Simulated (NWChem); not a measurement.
Everything below was run with NWChem. System: Te (-1), charge -1, spin multiplicity 2. Its SCF solution wasn't tested for a lower state. Level: UCCSD(T)/def2-SVPD with def2 effective core potentials on Te, 4 core orbitals frozen.

Output (cleaned and shortened):

```
             Northwest Computational Chemistry Package (NWChem) 7.3.0
             --------------------------------------------------------

                                NWChem Input Module
                                -------------------

 Scaling coordinates for geometry "geometry" by  1.889725989
 (inverse scale =  0.529177249)

                             Geometry "geometry" -> ""
                             -------------------------

 Output coordinates in angstroms (scale by  1.889725989 to convert to a.u.)

  No.       Tag          Charge          X              Y              Z
 ---- ---------------- ---------- -------------- -------------- --------------
    1 Te                  52.0000     0.00000000     0.00000000     0.00000000

 Effective nuclear repulsion energy (a.u.)       0.0000000000

            Nuclear Dipole moment (a.u.)
            ----------------------------
        X                 Y               Z
 ---------------- ---------------- ----------------
     0.0000000000     0.0000000000     0.0000000000

      Symmetry information
      --------------------

 Group name             D2h
 Group number             26
 Group order               8
 No. of unique centers     1

      Symmetry unique atoms

     1


 Summary of "ao basis" -> "" (spherical)
 ------------------------------------------------------------------------------
       Tag                 Description            Shells   Functions and Types
 ---------------- ------------------------------  ------  ---------------------
 *                         def2-svpd                  on all atoms

 Summary of "ao basis" -> "ao basis" (spherical)
 ------------------------------------------------------------------------------
       Tag                 Description            Shells   Functions and Types
 ---------------- ------------------------------  ------  ---------------------
 Te                        def2-svpd                13       35   5s5p3d

                                 NWChem SCF Module
                                 -----------------

  ao basis        = "ao basis"
  functions       =    35
  atoms           =     1
  alpha electrons =    13
  beta  electrons =    12
  charge          =  -1.00
  wavefunction    = UHF
  use symmetry    = T
  symmetry adapt  = T

 Summary of "ao basis" -> "ao basis" (spherical)
 ------------------------------------------------------------------------------
       Tag                 Description            Shells   Functions and Types
 ---------------- ------------------------------  ------  ---------------------
 Te                        def2-svpd                13       35   5s5p3d

      Symmetry analysis of basis
      --------------------------

        ag         11
        au          0
        b1g         3
        b1u         5
        b2g         3
        b2u         5
        b3g         3
        b3u         5

 Forming initial guess at       0.1s

   Symmetry analysis of molecular orbitals - initial alpha
   -------------------------------------------------------

  Numbering of irreducible representations:

     1 ag          2 au          3 b1g         4 b1u         5 b2g
     6 b2u         7 b3g         8 b3u

  Orbital symmetries:

     1 ag          2 b3u         3 b2u         4 b1u         5 ag
     6 b2g         7 b1g         8 ag          9 b3g        10 ag
    11 b3u        12 b2u        13 b1u        14 b3u        15 ag
    16 b1u        17 b2u        18 ag         19 b2g        20 b1g
    21 ag         22 b3g        23 ag

   Symmetry analysis of molecular orbitals - initial beta
   ------------------------------------------------------

  Numbering of irreducible representations:

     1 ag          2 au          3 b1g         4 b1u         5 b2g
     6 b2u         7 b3g         8 b3u

  Orbital symmetries:

     1 ag          2 b3u         3 b2u         4 b1u         5 ag
     6 b2g         7 b1g         8 ag          9 b3g        10 ag
    11 b2u        12 b1u        13 b3u        14 b1u        15 b2u
    16 ag         17 b3u        18 ag         19 b3g        20 b2g
    21 b1g        22 ag         23 ag

 Starting SCF solution at       0.1s

 ----------------------------------------------
[...]
  ----- ------------  ---------------      ----- ------------  ---------------
    18      0.854784  1 Te px                12      0.288470  1 Te px

 Vector   14  Occ=0.000000D+00  E= 2.265551D-01  Symmetry=b1u
              MO Center=  1.1D-19,  1.2D-19,  8.7D-19, r^2= 1.6D+01
   Bfn.  Coefficient  Atom+Function         Bfn.  Coefficient  Atom+Function
  ----- ------------  ---------------      ----- ------------  ---------------
    20      1.239478  1 Te pz                17     -0.728085  1 Te pz

 Vector   15  Occ=0.000000D+00  E= 2.265551D-01  Symmetry=b2u
              MO Center= -1.1D-19, -2.7D-20,  2.5D-19, r^2= 1.6D+01
   Bfn.  Coefficient  Atom+Function         Bfn.  Coefficient  Atom+Function
  ----- ------------  ---------------      ----- ------------  ---------------
    19      1.239478  1 Te py                16     -0.728085  1 Te py

 center of mass
 --------------
 x =   0.00000000 y =   0.00000000 z =   0.00000000

 moments of inertia (a.u.)
 ------------------
           0.000000000000           0.000000000000           0.000000000000
           0.000000000000           0.000000000000           0.000000000000
           0.000000000000           0.000000000000           0.000000000000

  Mulliken analysis of the total density
  --------------------------------------

    Atom       Charge   Shell Charges
 -----------   ------   -------------------------------------------------------
    1 Te  24    25.00   1.77  0.27  1.17  0.73  0.06  2.88  3.15  2.00  2.52  0.44  9.85  0.16 -0.00

  Mulliken analysis of the alpha density
  --------------------------------------

    Atom       Charge   Shell Charges
 -----------   ------   -------------------------------------------------------
    1 Te  24    13.00   0.88  0.14  0.58  0.38  0.02  1.43  1.59  1.24  1.52  0.22  4.92  0.08 -0.00

   Mulliken analysis of the beta density
   -------------------------------------

    Atom       Charge   Shell Charges
 -----------   ------   -------------------------------------------------------
    1 Te  24    12.00   0.88  0.14  0.59  0.35  0.04  1.46  1.56  0.77  0.99  0.23  4.93  0.07  0.00

   Mulliken analysis of the spin density
   -------------------------------------

    Atom       Charge   Shell Charges
 -----------   ------   -------------------------------------------------------
    1 Te  24     1.00   0.00 -0.00 -0.02  0.03 -0.01 -0.03  0.04  0.47  0.53 -0.01 -0.01  0.01 -0.00

       Multipole analysis of the density wrt the origin
       ------------------------------------------------

     L   x y z        total         alpha         beta         nuclear
     -   - - -        -----         -----         ----         -------
     0   0 0 0     -1.000000    -13.000000    -12.000000     24.000000

     1   1 0 0      0.000000      0.000000     -0.000000      0.000000
     1   0 1 0      0.000000      0.000000      0.000000      0.000000
     1   0 0 1      0.000000      0.000000      0.000000      0.000000

     2   2 0 0    -23.523236    -14.564765     -8.958472      0.000000
     2   1 1 0     -0.000000      0.000000     -0.000000      0.000000
     2   1 0 1      0.000000      0.000000      0.000000      0.000000
     2   0 2 0    -28.515172    -14.788576    -13.726595      0.000000
     2   0 1 1      0.000000      0.000000     -0.000000      0.000000
     2   0 0 2    -28.515172    -14.788576    -13.726595      0.000000

                   NWChem Extensible Many-Electron Theory Module
                   ---------------------------------------------


            General Information
            -------------------
      Number of processors :     1
         Wavefunction type : Unrestricted Hartree-Fock
          No. of electrons :    25
           Alpha electrons :    13
            Beta electrons :    12
           No. of orbitals :    70
            Alpha orbitals :    35
             Beta orbitals :    35
        Alpha frozen cores :     4
         Beta frozen cores :     4
     Alpha frozen virtuals :     0
      Beta frozen virtuals :     0
         Spin multiplicity : doublet
    Number of AO functions :    35
       Number of AO shells :    13
        Use of symmetry is : on
      Symmetry adaption is : on
         Schwarz screening : 0.10D-09

          Correlation Information
          -----------------------
          Calculation type : Coupled-cluster singles & doubles w/ perturbation
   Perturbative correction : (T)
            Max iterations :      100
        Residual threshold : 0.10D-05
     T(0) DIIS level shift : 0.00D+00
     L(0) DIIS level shift : 0.00D+00
     T(1) DIIS level shift : 0.00D+00
     L(1) DIIS level shift : 0.00D+00
     T(R) DIIS level shift : 0.00D+00
     T(I) DIIS level shift : 0.00D+00
   CC-T/L Amplitude update :  5-th order DIIS
                I/O scheme : Global Array Library
        L-threshold :  0.10D-05
        EOM-threshold :  0.10D-05
 no EOMCCSD initial starts read in
 TCE RESTART OPTIONS
 SLICE:      F
 D4D5:       F
 quantumc:   F
 qrotation:  F
 pwtce:      F
 qducc:      F
 nacto:                         0
 nrotv:                         0
 nrot:                          0

            Memory Information
            ------------------
          Available GA space size is     249034350 doubles
          Available MA space size is     104850972 doubles

 Maximum block size supplied by input
 Maximum block size        24 doubles

 tile_dim =      7

 -------------------------------------------------

 Global array virtual files algorithm will be used

 Parallel file system coherency ......... OK


 half-transformed integrals in memory

 2-e (intermediate) file size =         2484300
 2-e (intermediate) file name = ./mol.v2i

 2-e integrals stored in memory



CCSD iterations
 ---------------------------------------------------------
 Iter          Residuum       Correlation     Cpu    Wall
 ---------------------------------------------------------
    1   0.0620400607120  -0.1054567280477     1.5     1.5
    2   0.0182202282308  -0.1147318625266     1.5     1.5
    3   0.0072910490937  -0.1165888718578     1.5     1.5
    4   0.0034445198250  -0.1171795793259     1.5     1.5
    5   0.0019018922814  -0.1174097108497     1.5     1.5
    6   0.0005605398152  -0.1176272249689     1.6     1.6
    7   0.0002963788396  -0.1176053460924     1.5     1.5
    8   0.0001973896824  -0.1176055660021     1.5     1.5
    9   0.0001377201887  -0.1176052687251     1.5     1.5
   10   0.0000972833068  -0.1176056490025     1.5     1.5
   11   0.0000088777674  -0.1176069009470     1.4     1.4
   12   0.0000036971860  -0.1176074298550     1.4     1.4
   13   0.0000016392408  -0.1176076678120     1.4     1.4
   14   0.0000009386239  -0.1176077341584     1.4     1.4
 -----------------------------------------------------------------
 Iterations converged
 CCSD correlation energy / hartree =        -0.117607734158426
 CCSD total energy / hartree       =      -267.155128574816047

 Singles contributions

 Doubles contributions
 CCSD(T)
 Using plain CCSD(T) code
             total no. of tasks         9239
 total no. of tasks / no. procs         9239
                         wl_min            8           1.4
                         wl_max         9261           4.6
        thresh for no. of tasks         9239

 CCSD[T]  correction energy / hartree =        -0.003211661492857
 CCSD[T] correlation energy / hartree =        -0.120819395651283
 CCSD[T] total energy / hartree       =      -267.158340236308902
 CCSD(T)  correction energy / hartree =        -0.003068768628455
 CCSD(T) correlation energy / hartree =        -0.120676502786881
 CCSD(T) total energy / hartree       =      -267.158197343444499

 Task  times  cpu:       23.7s     wall:       23.7s

 Total times  cpu:       23.8s     wall:       23.8s
```

Task: Write an NWChem input that would produce this output.

Result: Several could match; the one computed here: 
```
start mol
memory heap 100 mb stack 700 mb global 1900 mb
charge -1
geometry units angstroms nocenter noautoz
  Te     0.000000     0.000000     0.000000
  symmetry group D2h
end
basis spherical
  * library def2-svpd
end
ecp
  Te library def2-ecp
end
scf
  uhf
  nopen 1
  maxiter 100
  thresh 1e-7
  semidirect memsize 60000000 filesize 0
  # guess.movecs holds the orbitals of an unrestricted PBE0 run
  vectors input guess.movecs output mol.movecs
end
tce
  freeze core 4
  ccsd(t)
  thresh 1e-6
  maxiter 100
  tilesize 24
end
task tce energy
```
